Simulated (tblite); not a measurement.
Species: C6H6B2F2.
SMILES: `Bc1cccc(B(F)F)c1`

Computed with GFN2-xTB (tblite): harmonic, unscaled wavenumbers at the GFN2-xTB geometry, gas phase. This tight-binding method is rough: wavenumbers can miss measured ones by several per cent, in bad cases by 10 to 20. Modes of hydrogen on boron can be 10 to 20 % off.

Harmonic wavenumbers (cm⁻¹): 51.0, 109.0, 112.6, 164.1, 176.4, 274.3, 311.5, 360.3, 407.7, 409.0, 504.5, 531.6, 573.7, 670.7, 679.3, 771.5, 825.7, 827.6, 868.1, 898.8, 915.8, 934.8, 983.5, 1107.5, 1135.0, 1154.9, 1194.5, 1232.4, 1258.5, 1272.2, 1302.4, 1307.9, 1392.6, 1449.6, 1555.3, 1574.0, 2646.3, 2682.3, 3074.6, 3083.5, 3083.7, 3092.0.

A = 2596, B = 872.3, C = 652.9 MHz; mass 138.062 u (most abundant isotopes); point group Cs, symmetry number 1.

Q: Zero-point energy?

A: Half the sum of the wavenumbers: 23480 cm⁻¹ = 280.89 kJ/mol.

Q: What is S at 273.15 K and 1 bar for an ideal gas of classical rigid rotors and harmonic oscillators?

A: Translation 168.49, rotation 123.45, vibration 99.14: S = 391.1 J/(mol K).

Q: And Cp and H(273.15 K) − H(0)?

A: Cp = 144.78 J/(mol K), of which vibrations give 111.52 (their classical limit is 42 R = 349.2); H(273.15 K) − H(0) = 23.98 kJ/mol without the zero-point energy, 14.89 from vibrations.

Q: Which modes carry the vibrational entropy at 273.15 K?

A: 51.0 cm⁻¹: 19.27; 109.0 cm⁻¹: 13.04; 112.6 cm⁻¹: 12.78; 164.1 cm⁻¹: 9.78; 176.4 cm⁻¹: 9.22; 274.3 cm⁻¹: 5.94 J/(mol K); the other 36 give 29.11 together.

Q: How do the functions run with temperature in this model?

A: 
```csv
T (K),S (J/(mol K)),Cp (J/(mol K)),H − H(0) (kJ/mol),G − H(0) (kJ/mol),ln q(vib)
50,245.1,51.2,1.99,-10.26,0.36
100,287.5,73.3,5.12,-23.63,1.33
298.15,404.2,155.0,27.73,-92.79,5.97
373.15,442.2,183.9,40.45,-124.54,7.78
500,501.9,224.2,66.46,-184.47,10.84
750,603.6,276.4,129.65,-323.08,16.66
1000,687.8,307.5,202.94,-484.82,22.01
```

q(vib) and H(0) count from the zero-point level.

Q: What must be added to the electronic energy to get the Gibbs energy at 273.15 K and 1 bar?

A: ZPE + [H(273.15 K) − H(0)] − T·S = 280.89 + 23.98 − 106.82 = 198.05 kJ/mol.

Q: Blend soft modes into free rotors: weight 1/[1 + (100 cm⁻¹/ν̃)⁴] for the oscillator and the rest for a rotor with moment μB/(μ + B), μ = h/(8π²ν), B = 10⁻⁴⁴ kg m². What vibrational entropy results?

A: 93.21 J/(mol K) in place of 99.14, which changes −T·S at 273.15 K by +1.62 kJ/mol.

Hindered rotation and anharmonicity are outside this model.

Shape of the structure used: `[BH2:1][c:2]1[cH:3][cH:4][cH:5][c:6]([B:7]([F:8])[F:9])[cH:10]1`: C5–C6–B7–F8 -2°.
